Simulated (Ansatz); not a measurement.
Frontier orbitals of C₄H₆BCl, SMILES `CC1=CB(Cl)C1`.

```xyz
12

C    -1.324    1.084    0.268
C    -0.146    0.193    0.173
C     0.845   -0.108    1.048
B     1.425   -1.040   -0.006
Cl    2.798   -2.113   -0.103
C     0.256   -0.662   -1.024
H    -1.390    1.582    1.236
H    -2.240    0.510    0.095
H    -1.283    1.840   -0.523
H     1.003    0.254    2.056
H     0.518   -0.098   -1.924
H    -0.463   -1.441   -1.297
```

Total charge 0; spin multiplicity 1. The structure was optimised at the PBE0-D4/def2-TZVP level. Basis def2-TZVPP, Ansatz.

Orbital energies of one run (eV). Highest occupied ones, from the top: -9.86, -10.29, -11.13, -11.90, -12.28, -12.72, -13.81, -14.79, -14.95, -15.15, -16.53, -17.28, -21.19, -23.14. Empty: 0.87, 2.15, 3.19, 3.24, 3.64, 4.01.

**Question.** Which functional gave them?
A. ωB97M-V
B. HSE06 (plane-wave form)
C. revPBE
D. PBE0

**Answer.** A. HOMO energies: ωB97M-V -9.86, revPBE -6.57, PBE0 -7.72, HSE06 -7.32 eV.
